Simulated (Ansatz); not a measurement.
Cost and result up the ladder for the cluster Zn₂SF₂ (5 atoms). Total charge 0; singlet. Geometry: PBE0-D4/def2-SVP.

```csv
atom,x (Å),y (Å),z (Å)
Zn1,-0.348,1.347,0.786
Zn2,0.606,-1.357,-0.587
S3,1.276,-0.050,0.985
F4,-1.642,2.506,0.667
F5,0.108,-2.446,-1.850
```

Ansatz on 4 threads of Intel Xeon 6975P-C on a shared host. Times are rough, and most runs start from the orbitals of an earlier one. CAM-B3LYP-D4/def2-TZVP serves as the yardstick here, not as an exact answer. Differences are given only for rows in sets of like size (and for xTB, whose basis is part of the method), since another set adds its own error. Binding counts from free atoms at the same level (Zn singlet, S triplet, F doublet; other spins of the atoms weren't run), without zero-point energy or a counterpoise term.

The 6-31G sets use Cartesian d functions. LC-ωPBE has ω = 0.4 bohr⁻¹. B3LYP takes the VWN-RPA correlation. Correlated methods freeze 25 core orbitals. The structure comes from a short search, and lower isomers may exist.

Correlated methods converge slowly with the basis.

```csv
level,functions,wall time,binding energy per atom (eV),difference from CAM-B3LYP-D4/def2-TZVP (eV)
HF/STO-3G,55,0.4 s,1.86,–
HF/6-31G,89,0.4 s,1.66,–
PBE-D4/def2-SVP,108,0.55 s,2.74,–
B3LYP-D4/6-31G,89,0.8 s,2.64,–
PBE-D4/def2-TZVP,195,1 s,2.69,0.11
LC-ωPBE/def2-TZVP,195,1.4 s,2.75,0.16
HF/def2-TZVP,195,1.6 s,1.73,-0.86
PBE-D4/def2-TZVPD,228,1.6 s,2.70,0.11
MP2/def2-TZVP,195,2 s,2.77,0.19
CAM-B3LYP-D4/def2-TZVP,195,2.2 s,2.59,0.00
RPA@PBE/def2-TZVP,195,2.5 s,2.28,-0.31
B97M-V/def2-TZVP,195,2.8 s,2.60,0.01
r2SCAN-D4/def2-TZVPD,228,2.9 s,2.72,0.13
PBE0-D4/def2-TZVPD,228,2.9 s,2.61,0.02
```
